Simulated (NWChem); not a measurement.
System: C2H4BFO; SMILES CB(F)C=O

Excerpt of the output:

```
             Northwest Computational Chemistry Package (NWChem) 7.3.0
             --------------------------------------------------------

 C1  symmetry detected

                             Geometry "geometry" -> ""
                             -------------------------

 Output coordinates in angstroms (scale by  1.889725989 to convert to a.u.)

  No.       Tag          Charge          X              Y              Z
 ---- ---------------- ---------- -------------- -------------- --------------
    1 C                    6.0000    -1.46643372     0.77332210    -0.00442500
    2 B                    5.0000     0.05949222     0.49274963     0.00281747
    3 F                    9.0000     0.94919758     1.47801483     0.02713336
    4 C                    6.0000     0.67028928    -1.00131399    -0.04831276
    5 O                    8.0000    -0.03819120    -1.97788371     0.04473895
    6 H                    1.0000    -2.04278603    -0.12141847     0.26840253
    7 H                    1.0000    -1.75569564     1.04810308    -1.03619964
    8 H                    1.0000    -1.74238287     1.62587642     0.63442050
    9 H                    1.0000     1.78302146    -1.12742165    -0.16639604

 Effective nuclear repulsion energy (a.u.)     149.5711628909

  pbe96 is a nonlocal functional; adding pw91lda local functional.

                                 NWChem DFT Module
                                 -----------------

 Summary of "ao basis" -> "ao basis" (spherical)
 ------------------------------------------------------------------------------
       Tag                 Description            Shells   Functions and Types
 ---------------- ------------------------------  ------  ---------------------
 C                           6-31g*                  6       14   3s2p1d
 B                           6-31g*                  6       14   3s2p1d
 F                           6-31g*                  6       14   3s2p1d
 O                           6-31g*                  6       14   3s2p1d
 H                           6-31g*                  2        2   2s

            General Information
            -------------------
          SCF calculation type: DFT
          Wavefunction type:  closed shell.
          No. of atoms     :     9
          No. of electrons :    38
           Alpha electrons :    19
            Beta electrons :    19
          Charge           :     0
          Spin multiplicity:     1
          Use of symmetry is: off; symmetry adaption is: off
          Maximum number of iterations: 150
          AO basis - number of functions:    78
                     number of shells:    38
          Convergence on energy requested:  1.00D-06
          Convergence on density requested:  1.00D-05
          Convergence on gradient requested:  5.00D-04

              XC Information
              --------------
                          RPBE Exchange Functional  1.000
            Perdew 1991 LDA Correlation Functional  1.000 local
           PerdewBurkeErnz. Correlation Functional  1.000 non-local

             Grid Information
             ----------------
          Grid used for XC integration:  medium
          Radial quadrature: Mura-Knowles
          Angular quadrature: Lebedev.
          Tag              B.-S. Rad. Rad. Pts. Rad. Cut. Ang. Pts.
          ---              ---------- --------- --------- ---------
          C                   0.70       49          10.0       434
          B                   0.85       49           8.0       434
          F                   0.50       49           9.0       434
          O                   0.60       49          10.0       434
          H                   0.35       45          11.0       434
          Grid pruning is: on
          Number of quadrature shells:   425
          Spatial weights used:  Erf1

      Superposition of Atomic Density Guess
      -------------------------------------

 Sum of atomic energies:        -275.96621120

      Non-variational initial energy
      ------------------------------

 Total energy =    -278.012052
 1-e energy   =    -674.548188
 2-e energy   =     246.964972
 HOMO         =      -0.265018
 LUMO         =      -0.079104

     ---------------------------------------------
      Total Density - Mulliken Population Analysis
     ---------------------------------------------

    Atom       Charge   Shell Charges
 -----------   ------   -------------------------------------------------------
    1 C    6     6.97   2.00  0.72  2.14  0.70  1.39  0.02
    2 B    5     4.13   2.00  0.58  0.97  0.36  0.14  0.08
    3 F    9     9.47   2.00  0.95  3.45  0.98  2.08  0.01
    4 C    6     5.52   2.00  0.72  1.54  0.60  0.60  0.07
    5 O    8     8.79   2.00  0.96  3.07  0.93  1.82  0.02
    6 H    1     0.75   0.45  0.29
    7 H    1     0.74   0.44  0.29
    8 H    1     0.75   0.45  0.30
    9 H    1     0.88   0.48  0.40

   convergence    iter        energy       DeltaE   RMS-Dens  Diis-err
 ---------------- ----- ----------------- --------- --------- ---------
 d= 0,ls=0.0,diis     1   -278.4081352236 -4.28D+02  2.89D-02  1.19D+00
 d= 0,ls=0.0,diis     2   -277.6802780585  7.28D-01  2.08D-02  8.24D+00
 d= 0,ls=0.0,diis     3   -278.5505010572 -8.70D-01  4.13D-03  7.36D-02
 d= 0,ls=0.0,diis     4   -278.5489338029  1.57D-03  2.49D-03  9.42D-02
 d= 0,ls=0.0,diis     5   -278.5576857868 -8.75D-03  5.26D-04  2.91D-03
  Resetting Diis
 d= 0,ls=0.0,diis     6   -278.5579499955 -2.64D-04  1.39D-04  1.65D-04
 d= 0,ls=0.0,diis     7   -278.5579721042 -2.21D-05  4.75D-05  4.42D-06
 d= 0,ls=0.0,diis     8   -278.5579716067  4.98D-07  2.62D-05  8.35D-06
 d= 0,ls=0.0,diis     9   -278.5579726362 -1.03D-06  6.71D-06  8.78D-07
 d= 0,ls=0.0,diis    10   -278.5579727202 -8.40D-08  1.77D-06  3.32D-08

[...]
```

Level: RPBE/6-31G* (spherical d). Geometry: optimised at PBE0/def2-SVP.

Reconstruct the input file.

One answer among several that fit: the input that was run:
```
start job
memory heap 200 mb stack 900 mb global 1100 mb
geometry units angstroms noautoz
  C     -1.306937     1.162349     0.128828
  B      0.029835     0.519472    -0.326115
  F      1.031386     1.253109    -0.796845
  C      0.286598    -1.074447    -0.288586
  O     -0.504826    -1.830705     0.227179
  H     -1.895871     0.473016     0.749436
  H     -1.903813     1.380193    -0.776721
  H     -1.159778     2.123569     0.644115
  H      1.229981    -1.481723    -0.749210
end
basis spherical
  * library 6-31g*
end
dft
  xc rpbe cpbe96
  iterations 150
  mulliken
end
task dft energy
```
